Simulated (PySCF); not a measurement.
Job for PySCF: R-M06-2X/def2-TZVPP on BClH2O (SMILES OBCl), a point of a torsion scan.

```python
from pyscf import gto, dft

mol = gto.M(
    atom='''
    O    -0.95022741   -0.21385078   -0.36583840
    B     0.21353749    0.42005825   -0.39625846
    Cl    0.49543907    1.84172129    0.55564272
    H    -1.35421123   -0.58824403    0.41288031
    H     0.95861978    0.20488821   -1.27829120
    ''',
    basis='def2-tzvpp',
    charge=0, spin=0, verbose=4, max_memory=1800)
mf = dft.RKS(mol, xc='m062x').density_fit(auxbasis='def2-universal-jkfit')
mf.grids.level = 4
mf.conv_tol = 1e-9
mf.max_cycle = 150
mf.kernel()
mf.dip_moment()
```

**Question.** What total energy does the run end on?

**Answer.** -561.5565 hartree.
